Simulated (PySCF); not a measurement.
F2Sn, singlet, geometry from GFN2-xTB (such geometries of metal compounds can be far from the true shape) (core potentials on Sn); DF-R2SCAN/def2-TZVPD run with PySCF.

PySCF was given this input:
```python
from pyscf import gto, scf, dft
import numpy

mol = gto.M(
    atom='''
Sn    0.01449829   -0.00777246    0.34340333
F     0.74067978    1.44200224   -0.95472046
F    -0.82122585   -1.39882190   -0.95307583
''',
    basis='def2-tzvpd',
    ecp={'Sn': 'def2-tzvpd'},
    verbose=4,
)
print('smallest overlap eigenvalue', numpy.linalg.eigvalsh(mol.intor('int1e_ovlp'))[0])

mf = dft.RKS(mol)
mf.xc = 'r2scan'
mf = mf.density_fit(auxbasis='def2-universal-jkfit')
mf = scf.addons.remove_linear_dep_(mf, threshold=1e-8, lindep=1e-8)
mf.kernel()
mf.analyze()
```

Task: What does PySCF print? Leave out banner, timings and long lists.

Result: 
```
PySCF version 2.14.0

[INPUT] verbose = 4
[INPUT] num. atoms = 3
[INPUT] num. electrons = 40
[INPUT] charge = 0
[INPUT] spin (= nelec alpha-beta = 2S) = 0
[INPUT] symmetry False subgroup None
[INPUT] Mole.unit = angstrom
[INPUT] Symbol           X                Y                Z      unit          X                Y                Z       unit  Magmom
[INPUT]  1 Sn     0.014498290000  -0.007772460000   0.343403330000 AA    0.027397797375  -0.014687820714   0.648938243964 Bohr   0.0
[INPUT]  2 F      0.740679780000   1.442002240000  -0.954720460000 AA    1.399681930203   2.724989304609  -1.804160194919 Bohr   0.0
[INPUT]  3 F     -0.821225850000  -1.398821900000  -0.953075830000 AA   -1.551891942913  -2.643390288044  -1.801052294643 Bohr   0.0

nuclear repulsion = 114.109972660579
number of shells = 46
number of NR pGTOs = 207
number of NR cGTOs = 136
basis = def2-tzvpd
ecp = {'Sn': 'def2-tzvpd'}
input.py:19: DeprecationWarning: remove_linear_dep_ is deprecated and will be removed in a future release. Linear dependency handling is now built into the SCF procedure by default. Linear dependency removal can be controlled using the following settings:
  pyscf.scf.hf.remove_overlap_zero_eigenvalue = True
  pyscf.scf.hf.overlap_zero_eigenvalue_threshold = 1e-6

  mf = scf.addons.remove_linear_dep_(mf, threshold=1e-8, lindep=1e-8)
smallest overlap eigenvalue 0.0017833484862323926

******** <class 'pyscf.df.df_jk.DFRKS'> ********
method = DFRKS
initial guess = minao
damping factor = 0
level_shift factor = 0
DIIS = <class 'pyscf.scf.diis.CDIIS'>
diis_start_cycle = 1
diis_space = 8
diis_damp = 0
SCF conv_tol = 1e-09
SCF conv_tol_grad = None
SCF max_cycles = 50
direct_scf = False
XC library pyscf.dft.libxc version 7.1.2
    S. Lehtola, C. Steigemann, M. J. T. Oliveira, and M. A. L. Marques,  SoftwareX 7, 1–5 (2018)
XC functionals = r2scan
    J. W. Furness, A. D. Kaplan, J. Ning, J. P. Perdew, and J. Sun,  J. Phys. Chem. Lett. 11, 8208–8215 (2020)
    J. W. Furness, A. D. Kaplan, J. Ning, J. P. Perdew, and J. Sun,  J. Phys. Chem. Lett. 11, 9248–9248 (2020)
    J. W. Furness, A. D. Kaplan, J. Ning, J. P. Perdew, and J. Sun,  J. Phys. Chem. Lett. 11, 8208–8215 (2020)
    J. W. Furness, A. D. Kaplan, J. Ning, J. P. Perdew, and J. Sun,  J. Phys. Chem. Lett. 11, 9248–9248 (2020)
radial grids:
    Treutler-Ahlrichs [JCP 102, 346 (1995); DOI:10.1063/1.469408] (M4) radial grids

becke partition: Becke, JCP 88, 2547 (1988); DOI:10.1063/1.454033
pruning grids: <function nwchem_prune>
grids dens level: 3
symmetrized grids: False
atomic radii adjust function: <function treutler_atomic_radii_adjust>
small_rho_cutoff = 0
Set gradient conv threshold to 3.16228e-05
Initial guess from minao.
tot grids = 50488
init E= -377.194098627071
  HOMO = -0.764755424546972  LUMO = -0.631613433360588  gap/eV = 3.62298
cycle= 1 E= -413.310382304852  delta_E= -36.1  |g|= 2.37  |ddm|= 30.9
  HOMO = -0.15005516199237  LUMO = -0.0039939693242097  gap/eV = 3.97453
cycle= 2 E= -413.192551889336  delta_E= 0.118  |g|= 2.83  |ddm|= 7.21
  HOMO = -0.269954432742402  LUMO = -0.125997894110245  gap/eV = 3.91726
cycle= 3 E= -414.151062247065  delta_E= -0.959  |g|= 0.263  |ddm|= 2.77
  HOMO = -0.308212055713497  LUMO = -0.137612998022387  gap/eV = 4.64224
cycle= 4 E= -414.140413963532  delta_E= 0.0106  |g|= 0.349  |ddm|= 0.277
  HOMO = -0.294152757870691  LUMO = -0.143019153040523  gap/eV = 4.11255
cycle= 5 E= -414.160227616978  delta_E= -0.0198  |g|= 0.0498  |ddm|= 0.209
  HOMO = -0.295475636372348  LUMO = -0.142420965009691  gap/eV = 4.16483
cycle= 6 E= -414.160733032953  delta_E= -0.000505  |g|= 0.00776  |ddm|= 0.0428
  HOMO = -0.296096601275316  LUMO = -0.142511918848406  gap/eV = 4.17925
cycle= 7 E= -414.160743237414  delta_E= -1.02e-05  |g|= 0.00162  |ddm|= 0.00678
  HOMO = -0.296178795849009  LUMO = -0.1426903710638  gap/eV = 4.17663
cycle= 8 E= -414.160743808657  delta_E= -5.71e-07  |g|= 0.000259  |ddm|= 0.00167
  HOMO = -0.296158729965335  LUMO = -0.142680861073153  gap/eV = 4.17635
cycle= 9 E= -414.160743822328  delta_E= -1.37e-08  |g|= 4.45e-05  |ddm|= 0.00038
  HOMO = -0.296158645161643  LUMO = -0.142679525085402  gap/eV = 4.17638
cycle= 10 E= -414.160743822228  delta_E= 1.01e-10  |g|= 5.23e-05  |ddm|= 5.19e-05
  HOMO = -0.296158630497541  LUMO = -0.14267899397375  gap/eV = 4.17639
cycle= 11 E= -414.160743822702  delta_E= -4.74e-10  |g|= 5.51e-06  |ddm|= 2.99e-05
  HOMO = -0.296158432403651  LUMO = -0.142679694883675  gap/eV = 4.17637
Extra cycle  E= -414.160743822676  delta_E= 2.51e-11  |g|= 1.28e-05  |ddm|= 1.55e-05
converged SCF energy = -414.160743822676
**** SCF Summaries ****
Total Energy =                        -414.160743822676466
Nuclear Repulsion Energy =             114.109972660578663
One-electron Energy =                 -883.824420680178719
Two-electron Energy =                  355.553704196923604
Two-electron Coulomb Energy =          394.542071453560482
DFT Exchange-Correlation Energy =      -38.988367256636892
HOMO-LUMO gap [eV] =                     4.176369172518312
**** MO energy ****
MO #1   energy= -24.4326744466086  occ= 2
MO #2   energy= -24.4326646450948  occ= 2
MO #3   energy= -5.09782298292738  occ= 2
MO #4   energy= -3.44266762139659  occ= 2
MO #5   energy= -3.4339456079832   occ= 2
MO #6   energy= -3.43345270067308  occ= 2
MO #7   energy= -1.07693221960668  occ= 2
MO #8   energy= -1.07186071868468  occ= 2
MO #9   energy= -1.02454083603526  occ= 2
MO #10  energy= -1.0241961989834   occ= 2
MO #11  energy= -1.02029211457836  occ= 2
MO #12  energy= -1.01391335322049  occ= 2
MO #13  energy= -0.997771332249718 occ= 2
MO #14  energy= -0.465059239314243 occ= 2
MO #15  energy= -0.365300032821352 occ= 2
MO #16  energy= -0.337401713997485 occ= 2
MO #17  energy= -0.337091672730183 occ= 2
MO #18  energy= -0.326584447268607 occ= 2
MO #19  energy= -0.32152115158472  occ= 2
MO #20  energy= -0.296158432403651 occ= 2
MO #21  energy= -0.142679694883675 occ= 0
MO #22  energy= -0.0570368578130549 occ= 0
MO #23  energy= -0.0561778773388278 occ= 0
MO #24  energy= 0.0347445001324473 occ= 0
MO #25  energy= 0.0917878437852133 occ= 0
MO #26  energy= 0.0929593877594288 occ= 0
MO #27  energy= 0.0951205415022868 occ= 0
MO #28  energy= 0.0962467279180899 occ= 0

WARN: Weak orthogonality for localized orbitals 4.8200662354868605e-09

Dipole moment(X, Y, Z, Debye):  0.18010, -0.09663,  4.26645
```
